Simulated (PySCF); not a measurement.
CBrF2, SMILES F[C](F)Br (connectivity only; charge and spin as stated), charge +1, multiplicity 1.

Geometry: B3LYP-D3(BJ)/def2-SVP. The spin state was assumed, not searched. The isomer is the one that the SMILES or the coordinates give; other isomers of the formula were not compared.

Computed with HF/def2-TZVPD (PySCF).

Symmetry labels are those of the subgroup C2v that the program uses (full group C2v).

**Question.** List the valence orbital energies around the gap with their symmetry. (The exact figures need the calculation; the answer reports its results.)

**Answer.** 
```tsv
orbital	symmetry	energy (eV)
HOMO−7	B2	-31.15
HOMO−6	A1	-29.61
HOMO−5	B1	-29.60
HOMO−4	A2	-26.97
HOMO−3	B2	-26.92
HOMO−2	A1	-24.24
HOMO−1	B1	-19.85
HOMO	B2	-19.56
LUMO	B1	-5.77
LUMO+1	A1	-3.38
LUMO+2	A1	-2.73
LUMO+3	B1	-1.80
```
